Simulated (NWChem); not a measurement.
# C4H2N2; SMILES C#C/C=N/C#N

Program: NWChem. Pople sets run with spherical d functions. The geometry was optimised at PBE0/def2-SVP. Level: PBE/6-31G* with SMD (1 M gas to 1 M solution), gas-phase geometry.

For solvent N,N-dimethylformamide:

| Property | Value |
|---|---|
| solvation free energy (kcal/mol) | -8.7 |
| dipole in solution (D) | 7.06 |

Problem. Estimate the same quantities for solvent 1,4-dioxane.

Solution. The solvation free energy (kcal/mol) is -4.5. The dipole in solution (D) is 6.08.
